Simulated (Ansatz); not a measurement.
Geometry optimisation, RKS PBE0/def2-SVP in Ansatz 0.2.0.

Input file:

```yaml
crystal:
  periodic: [false, false, false]
  atoms:
    - { symbol: Ga, position_ang: [0.138479, -0.674649, -0.516868] }
    - { symbol: "N", position_ang: [0.081276, -0.120349, 2.542902] }
    - { symbol: H, position_ang: [-0.70816, -0.030382, 3.176686] }
    - { symbol: H, position_ang: [0.879128, 0.369031, 2.940356] }
    - { symbol: Cl, position_ang: [1.807963, 0.588857, -0.959221] }
    - { symbol: O, position_ang: [-1.449573, -0.186122, -1.142948] }
    - { symbol: H, position_ang: [-2.175644, -0.798344, -0.983849] }
    - { symbol: S, position_ang: [0.603171, -2.691108, 0.381935] }
    - { symbol: H, position_ang: [-0.684032, -3.105559, 0.356041] }
    - { symbol: H, position_ang: [0.327692, -1.124974, 2.447868] }
basis:
  gaussian: { orbitals: def2-SVP }
hamiltonian:
  xc: pbe0
relax:
  f_tol: 0.03
  max_steps: 50
```

Run as:

```bash
$ ansatz run input.yaml --threads 4 --pin off --max-ram 5120MiB --backend cpu --events-out ev --progress --plain --runs-dir out
```

Question: Where does it end, and by what steps?

Answer: The forces met the threshold. After 14 steps the energy has fallen by 1.031 eV; O6 moved furthest, 1.06 Å. Joined: Ga1–N2 (3.11 → 2.07 Å).

```
step  energy less start (eV)  largest force component (eV/Å)  accepted
   0                  0.0000                           0.767       yes
   1                 -0.2142                           0.675       yes
   2                 -0.4411                           1.269       yes
   3                 -0.6604                           1.377       yes
   4                 -0.8091                           0.956       yes
   5                 -0.8821                           0.506       yes
   6                 -0.8689                           1.803        no
   7                 -0.9237                           0.317       yes
   8                 -0.9593                           0.247       yes
   9                 -0.9976                           0.191       yes
  10                 -1.0207                           0.145       yes
  11                 -1.0282                           0.163       yes
  12                 -1.0280                           0.133        no
  13                 -1.0299                           0.040       yes
  14                 -1.0307                           0.029       yes
```

```xyz
10
Properties=species:S:1:pos:R:3
Ga 0.136 -0.814 0.135
N 0.103 -0.226 2.125
H -0.837 0.130 2.307
H 0.777 0.527 2.272
Cl 1.690 0.545 -0.590
O -1.583 -0.311 -0.095
H -1.873 -0.298 -1.012
S 0.691 -2.972 0.091
H -0.593 -3.369 0.239
H 0.309 -0.987 2.772
```

Whether the end is a true minimum wasn't checked by a vibrational analysis.

The run took 29 s on 4 threads of Intel(R) Xeon(R) Platinum 8488C (Sapphire Rapids) (shared host), peak memory 0.34 GiB.
